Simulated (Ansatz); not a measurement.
Al₃Ru₂⁻, relaxed as a singlet with RKS PBE-D4/def2-SVPD in Ansatz, starting from the GFN1-xTB geometry. Force threshold 0.02 eV/Å.

In the def2 sets Ru takes a core potential; there is no spin–orbit coupling. The restricted singlet is unstable towards broken spin symmetry in Hartree–Fock (as tested in another run); at PBE-D4/def2-SVPD this wasn't settled. The highest occupied level of the charge -1 singlet lies above zero (up to 0.42 eV). The electron is either unbound and held by the finite basis, or the level is raised by self-interaction error. An occupied level lies above an empty one. Another isomer (singlet) lies 1.28 eV lower at PBE0-D4/def2-TZVPD; other spin states weren't run for this one.

Start:

```csv
atom,x (Å),y (Å),z (Å)
Ru1,-0.304,0.933,1.785
Ru2,1.340,0.871,0.150
Al3,-1.309,0.574,-0.599
Al4,-0.016,-1.400,0.631
Al5,0.288,-0.978,-1.967
```

Question: Estimate the energy that the relaxation releases and the steps that it takes.

Answer: 133.5 kJ/mol, in 11 steps; 27 s on 4 threads of Arm Neoverse V1 on a shared host. No frequencies were taken in this run, so the end may be a saddle point.

Question: Does the start keep its bonding and symmetry?

Answer: Bonds lost: Al3–Al4 (atoms count from 1).

Question: Predict the relaxed structure.

Answer: 
Cartesian coordinates in Å:
```
Ru -0.4584 0.7221 1.6505
Ru 1.1379 0.6151 -0.1698
Al -1.2812 0.9237 -0.5262
Al 0.1843 -1.3929 0.8954
Al 0.4174 -0.8680 -1.8500
```
Bond lengths (bridged metal pairs left out): 5 × Al–Ru 2.34 to 2.46 Å; 2 × Al–Al 2.80 Å; 1 × Ru–Ru 2.42 Å.
